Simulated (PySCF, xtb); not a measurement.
Sb(F)3 anion (F₃Sb), SMILES [Sb]([F])([F])[F] (connectivity only; charge and spin as stated), charge -1, multiplicity 2.

Harmonic wavenumbers (cm⁻¹) from GFN2-xTB (xtb) at its own minimum, in rising order: 58, 59, 87, 300, 300, 371.

Question: What does B3LYP-D3(BJ)/def2-SVPD in PySCF 2.14.0 give at its own minimum? (Estimate from the structure and the level; the computed values follow.)

Answer: 80, 122, 212, 402, 414, 531. Paired by order, the mean absolute difference is 98 cm⁻¹ and the zero-point energies are 1.7 and 2.5 kcal/mol.
